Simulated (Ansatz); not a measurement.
Relaxation of CH$_{5}$FOSi (9 atoms, charge 0, multiplicity 1), to a largest force component of 0.03 eV/Å in at most 50 steps.

Computed with RKS PBE/def2-SVP (Ansatz 0.2.0).

```xyz
9
Properties=species:S:1:pos:R:3:forces:R:3
Si -0.546 -0.005 -0.370 0.09 0.30 -0.36
F -0.187 1.007 -1.644 -0.12 0.19 0.46
O -0.277 -1.470 -1.137 -0.04 -0.05 0.18
H -0.083 -1.151 -2.039 0.06 -0.43 -0.26
H -1.987 0.202 -0.010 0.01 0.00 -0.01
C 0.593 0.306 1.070 0.03 0.03 0.06
H 0.340 -0.366 1.920 0.02 0.05 -0.08
H 1.650 0.122 0.783 -0.06 0.02 0.03
H 0.497 1.355 1.427 0.01 -0.10 -0.03
```

Problem. Where does it end, and by what steps?

Solution. The run converged. After 11 steps the energy has fallen by 0.180 eV; H4 moved furthest, 0.66 Å.

```csv
step,energy less start (eV),largest force component (eV/Å),accepted
0,0.0000,0.463,yes
1,-0.0536,0.422,yes
2,-0.1007,1.186,yes
3,-0.1191,0.649,yes
4,-0.1356,0.461,yes
5,-0.0358,1.428,no
6,-0.1669,0.176,yes
7,-0.1773,0.051,yes
8,-0.1778,0.301,yes
9,0.0148,2.337,no
10,-0.1796,0.062,yes
11,-0.1799,0.011,yes
```

```xyz
9
Properties=species:S:1:pos:R:3
Si -0.445 0.100 -0.457
F -0.132 1.323 -1.510
O -0.007 -1.356 -1.149
H -0.527 -1.629 -1.924
H -1.925 0.166 -0.205
C 0.594 0.316 1.071
H 0.373 -0.480 1.810
H 1.671 0.261 0.816
H 0.398 1.298 1.547
```

Run time: 13 s on 2 threads of Intel(R) Xeon(R) Platinum 8375C CPU @ 2.90GHz (Ice Lake) (shared host), peak memory 0.15 GiB.
